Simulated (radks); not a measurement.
Results of a calculation; reference values are marked as such.
Effect of the nuclear size on neutral antimony, [Kr] 4d10 5s2 5p3. Code: a radial shooting solver on a logarithmic mesh with Libxc functionals. Model: Dirac Kohn-Sham, LDA (Slater exchange, Perdew-Wang correlation), spin-unpolarised, spherical densities, finite nucleus; open shells are shared between the two j in proportion to 2j + 1; Fermi nuclear charge, rms radius 4.6802 fm. The rms radius is varied about that value; shifts are against it.

rms radius (fm)  total energy shift (eV)  density at nucleus (e/bohr^3)  1s1/2 shift (meV)  2s1/2 shift (meV)  4p1/2 shift (meV)  5s1/2 shift (meV)
3.7535                             -1.66                      2.155e+05               -697              -80.4              0.251             -0.322
4.5398                            -0.272                      2.091e+05               -114              -13.1              0.041             -0.053
4.6802                                 0                      2.081e+05              0.000              0.000              0.000              0.000
5.0312                             0.709                      2.057e+05                297               34.3             -0.107              0.138
5.4337                              1.58                      2.032e+05                661               76.2             -0.238              0.306

Slopes of the eigenvalues against <r^2> in GHz/fm^2, as finite differences over the two radii next to the reference (eigenvalue slopes, not the field-shift constants of lines): 1s1/2 21100, 2s1/2 2440, 4p1/2 -7.63, 5s1/2 9.78.
